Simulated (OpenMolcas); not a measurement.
**Fe5+: effect of the IPEA shift**

```
Program             : OpenMolcas
Basis               : ANO-L-VTZP [6s5p3d2f1g]
Scalar Hamiltonian  : non-relativistic, point nucleus
Active space        : 3 electrons in 5 orbitals (3d)
State averaging     : 2S+1 = 4 even, 10 roots; 2S+1 = 2 even, 40 roots
Spin-orbit coupling : state interaction with AMFI integrals over the reference wave functions, term energies averaged over their components
```

Methods on the same reference wave functions:
A. CASSCF
B. MS-CASPT2, IPEA 0.25 Eh, imaginary shift 0.1 Eh (closed shells correlated: 3s 3p)
C. MS-CASPT2, IPEA 0.5 Eh, imaginary shift 0.1 Eh (closed shells correlated: 3s 3p)

Energies in cm⁻¹ above 3d³ ⁴F_3/2, the measured ground level; measured values from Corliss and Sugar, J. Phys. Chem. Ref. Data 11, 135 (1982).

| Level | A | B | C | Measured |
| --- | --- | --- | --- | --- |
| 3d³ ⁴F_3/2 | 0.0 | 0.0 | 0.0 | 0.0 |
| 3d³ ⁴F_5/2 | 555 | 560 | 559 | 511 |
| 3d³ ⁴F_7/2 | 1303 | 1311 | 1310 | 1188 |
| 3d³ ⁴F_9/2 | 2223 | 2230 | 2230 | 2001 |
| 3d³ ⁴P_1/2 | 23234 | 19760 | 19940 | 18738 |
| 3d³ ⁴P_3/2 | 23431 | 19940 | 20130 | 18942 |
| 3d³ ²G_7/2 | 23860 | 21240 | 21540 | 20616 |
| 3d³ ⁴P_5/2 | 24123 | 20640 | 20830 | 19611 |
| 3d³ ²G_9/2 | 24594 | 22000 | 22300 | 21315 |
| 3d³ ²P_1/2 | 31418 | 27540 | 27780 | 26496 |
| 3d³ ²P_3/2 [60 %] | 31510 | 27300 | 27570 | 26215 |
| 3d³ ²H_9/2 | 31535 | 29840 | 30000 | 28724 |
| 3d³ ²H_11/2 | 32069 | 30390 | 30550 | 29203 |
| 3d³ ²D_3/2(1) [61 %] | 34571 | 29840 | 30140 | 28628 |
| 3d³ ²D_5/2(1) | 34854 | 29780 | 30120 | 28484 |
| 3d³ ²F_7/2 | 53908 | 48080 | 48390 | 46217 |
| 3d³ ²F_5/2 | 54232 | 48400 | 48710 | 46604 |
| 3d³ ²D_5/2(2) | 84067 | 75410 | 75540 | 71708 |
| 3d³ ²D_3/2(2) | 84453 | 75790 | 75940 | 72049 |

Deviations, from unrounded energies. A percentage is the sum of absolute deviations over the sum of measured energies, with the sign that they share, or ± where signs differ.

| Against measurement | Levels | A | B | C |
| --- | --- | --- | --- | --- |
| mean absolute deviation (cm-1) | 18 | 4900 | 1300 | 1500 |
| fine structure of the ground term (%) | 3 | +10.3 | +10.7 | +10.7 |
| other terms of the ground configuration (%) | 15 | +17.5 | +4.5 | +5.1 |

B lies closest to measurement on these levels and A furthest from it. The largest miss of B in the table is 3d³ ²D_3/2(2), by +3700 cm-1. The ranking rests on the paired levels alone, and a cruder setting can come out closer through cancelling errors.

Between B and C the level of the table that moves most is 3d³ ²D_5/2(1), by 350 cm-1 (lowest in B, highest in C). Moves below CASPT2's spread within the term are not significant.

The mean deviations of B to C differ by less than CASPT2's widest spread within a term (900 cm-1), so their order carries little weight.

From A to B the spin-free energies of the other terms of 3d³ shown, above ⁴F, scale by factors of 0.85 to 0.94, as is usual when dynamic correlation screens the repulsion within a d or f shell.

The lowest spin-free term lies below A's lowest term by 0.272 hartree in B, 0.267 hartree in C.

CASPT2 breaks the degeneracy within a term, and the mean is taken; among the terms shown or strongly mixed into the levels shown the widest spread is 900 cm-1 (3d³ ⁴F, B). Without dynamic correlation excited terms often stand tens of per cent too high (terms of higher spin than the ground term too low), and those without a measured partner can miss by more than the paired ones (holds for A). Computed and measured levels are paired by configuration, term and J; levels that our copy of the source lacks, or whose pairing is in doubt (as where it misses far off the trend of its configuration), stay unpaired and out of the deviations. Levels of configurations outside the active space are missing.

A share in square brackets marks a mixed level and gives the weight of the term that names it, the lowest over the columns. A number in round brackets counts repeated terms of one configuration in the order of the reference energies.
